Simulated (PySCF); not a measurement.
## Basis-set dependence of population analyses: `C[SiH2]O[SiH2]C`

C₂H₁₀OSi₂.
Bonds: C1–Si2, Si2–O3, O3–Si4, Si4–C5. Hydrogens: H6, H7, H8 on C1; H9, H10 on Si2; H11, H12 on Si4; H13, H14, H15 on C5.

PBE0 throughout (PySCF), one geometry, spherical d and f functions. One conformer (not necessarily the lowest) at the PBE0-D3(BJ)/def2-SVP geometry, without solvent, vibrations or thermal averaging. Atoms taken as equivalent share a column and are averaged.

Mulliken charges (e):

```
      basis  functions   C1/C5  Si2/Si4      O3  H6 (×6)  H9/H10/H11/H12
   pcSseg-0         73  -1.226   +1.169  -1.040   +0.263          -0.106
    cc-pVDZ        128  -0.282   +0.502  -0.522   +0.067          -0.080
   pcSseg-1        149  -0.665   +0.860  -0.764   +0.146          -0.125
aug-cc-pVDZ        213  +0.444   +0.267  -1.117   -0.244          +0.289
   IGLO-III        293  -0.641   +0.934  -0.654   +0.141          -0.195
    cc-pVTZ        298  -0.397   +0.349  -0.340   +0.107          -0.052
```

IAO charges (e):

| basis | functions | C1/C5 | Si2/Si4 | O3 | H6 (×6) | H9/H10/H11/H12 |
| --- | --- | --- | --- | --- | --- | --- |
| pcSseg-0 | 73 | -0.741 | +0.887 | -0.803 | +0.163 | -0.117 |
| cc-pVDZ | 128 | -0.731 | +0.986 | -0.854 | +0.155 | -0.147 |
| pcSseg-1 | 149 | -0.739 | +1.011 | -0.869 | +0.155 | -0.152 |
| aug-cc-pVDZ | 213 | -0.743 | +0.989 | -0.863 | +0.159 | -0.145 |
| IGLO-III | 293 | -0.758 | +1.032 | -0.884 | +0.160 | -0.156 |
| cc-pVTZ | 298 | -0.756 | +1.021 | -0.878 | +0.160 | -0.154 |

Hirshfeld charges (e):

| basis | functions | C1/C5 | Si2/Si4 | O3 | H6 (×6) | H9/H10/H11/H12 |
| --- | --- | --- | --- | --- | --- | --- |
| pcSseg-0 | 73 | -0.201 | +0.431 | -0.343 | +0.040 | -0.089 |
| cc-pVDZ | 128 | -0.207 | +0.396 | -0.299 | +0.045 | -0.088 |
| pcSseg-1 | 149 | -0.214 | +0.409 | -0.311 | +0.045 | -0.087 |
| aug-cc-pVDZ | 213 | -0.223 | +0.412 | -0.327 | +0.047 | -0.084 |
| IGLO-III | 293 | -0.220 | +0.401 | -0.311 | +0.047 | -0.083 |
| cc-pVTZ | 298 | -0.217 | +0.401 | -0.309 | +0.047 | -0.086 |

ESP-fitted charges (e):

```tsv
basis	functions	C1/C5	Si2/Si4	O3	H6 (×6)	H9/H10/H11/H12
pcSseg-0	73	-0.840	+1.109	-0.809	+0.195	-0.224
cc-pVDZ	128	-0.520	+0.691	-0.525	+0.130	-0.149
pcSseg-1	149	-0.632	+0.882	-0.640	+0.149	-0.188
aug-cc-pVDZ	213	-0.616	+0.763	-0.548	+0.151	-0.163
IGLO-III	293	-0.607	+0.750	-0.533	+0.149	-0.162
cc-pVTZ	298	-0.597	+0.745	-0.529	+0.147	-0.162
```

Some averages cover members that differ in this geometry, most widely: H6 (×6), Mulliken in aug-cc-pVDZ -0.359 to -0.182; Si2/Si4, Mulliken in aug-cc-pVDZ +0.227 to +0.307; C1/C5, ESP-fitted in IGLO-III -0.635 to -0.579; H9/H10/H11/H12, Mulliken in aug-cc-pVDZ +0.266 to +0.318 e.

Q: Which scheme is steadiest as the basis changes?

A: Largest range over the bases for any column: Hirshfeld 0.04 e, IAO 0.15 e, ESP-fitted 0.42 e, Mulliken 1.67 e. Hirshfeld charges move least and Mulliken charges most, counted in e.

Q: How much do the charges still move between the two largest bases, IGLO-III and cc-pVTZ?

A: At most, over all atoms: Mulliken 0.587 e, IAO 0.011 e, Hirshfeld 0.003 e, ESP-fitted 0.014 e.

Q: What do the same runs give for the total energy, the frontier levels and the dipole moment?

A: 
```
      basis  energy (Eh)  HOMO (eV)  LUMO (eV)  μ (D)
   pcSseg-0    -735.0489      -8.10       0.99   1.63
    cc-pVDZ    -736.0917      -8.10       0.92   1.73
   pcSseg-1    -736.0661      -8.30       0.74   1.62
aug-cc-pVDZ    -736.1055      -8.21      -0.18   1.59
   IGLO-III    -736.1992      -8.28       0.46   1.58
    cc-pVTZ    -736.1915      -8.26       0.60   1.62
```

The dipole is fixed by the density alone, so its range of 0.15 D shows that the density itself changes with the basis, not only its division among atoms.
